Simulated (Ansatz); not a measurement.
`CC1(O)NCS1` + `[O]=[Ta]([OH])([F])[F]` → `C[O][Ta](=[O])([F])[F]` + `OC1NCS1`  (substitution at a C–C bond)

Isolated molecules relaxed with PBE0-D4/def2-TZVP in Ansatz; ΔE leaves out vibrations. CCSD(T)/CBS adds triple-zeta CCSD(T) − MP2 to the extrapolated MP2 energy (def2 sets, frozen cores). Functionals use def2-TZVPP. B3LYP here is the variant with VWN-RPA as its local correlation; programs differ in this. Elements past krypton have def2 core potentials. For Ta outer-core shells are correlated without core-valence functions, which leaves a few kJ/mol of doubt a bond. Each species was taken in one conformer, which may not be the lowest.

```json
{"level": "PBE-D4", "ΔE (kJ/mol)": "81.0", "difference from CCSD(T)/CBS": "-7.9"}
{"level": "r2SCAN-D4", "ΔE (kJ/mol)": "86.1", "difference from CCSD(T)/CBS": "-2.8"}
{"level": "B3LYP-D4", "ΔE (kJ/mol)": "77.4", "difference from CCSD(T)/CBS": "-11.5"}
{"level": "ωB97X-V", "ΔE (kJ/mol)": "83.6", "difference from CCSD(T)/CBS": "-5.3"}
{"level": "ωB97M-V", "ΔE (kJ/mol)": "87.9", "difference from CCSD(T)/CBS": "-1.0"}
{"level": "B2PLYP", "ΔE (kJ/mol)": "78.5", "difference from CCSD(T)/CBS": "-10.4"}
{"level": "PBE", "ΔE (kJ/mol)": "76.9", "difference from CCSD(T)/CBS": "-12.0"}
{"level": "r2SCAN", "ΔE (kJ/mol)": "85.1", "difference from CCSD(T)/CBS": "-3.8"}
{"level": "MP2/def2-TZVPP", "ΔE (kJ/mol)": "92.4", "difference from CCSD(T)/CBS": "3.5"}
{"level": "CCSD(T)/def2-TZVPP", "ΔE (kJ/mol)": "85.7", "difference from CCSD(T)/CBS": "-3.2"}
{"level": "HF/def2-QZVPP", "ΔE (kJ/mol)": "69.7", "difference from CCSD(T)/CBS": "-19.2"}
{"level": "MP2/def2-QZVPP", "ΔE (kJ/mol)": "94.0", "difference from CCSD(T)/CBS": "5.1"}
{"level": "SCS-MP2/def2-QZVPP", "ΔE (kJ/mol)": "86.3", "difference from CCSD(T)/CBS": "-2.6"}
{"level": "HF/CBS(def2)", "ΔE (kJ/mol)": "69.6", "difference from CCSD(T)/CBS": "-19.3"}
{"level": "MP2/CBS(def2)", "ΔE (kJ/mol)": "95.6", "difference from CCSD(T)/CBS": "6.7"}
{"level": "CCSD/CBS(def2)", "ΔE (kJ/mol)": "87.2", "difference from CCSD(T)/CBS": "-1.7"}
{"level": "CCSD(T)/CBS", "ΔE (kJ/mol)": "88.9", "difference from CCSD(T)/CBS": "0"}
```

Largest T1 diagnostic among the species: 0.020.

The D4 term adds +6.4 kJ/mol with B3LYP and +3.4 kJ/mol with PBE0; it sums over pairs of atoms, weighted by their polarisabilities, and B3LYP, whose exchange is more repulsive, gets the larger term. From PBE to PBE0 (25 % exact exchange), in def2-TZVPP and without D4, ΔE moves by +4.2 kJ/mol. In def2-TZVPP, CCSD(T) changes the Hartree–Fock value by +15.1 kJ/mol (the triples alone add +1.7 kJ/mol) and MP2 by +21.8 kJ/mol.
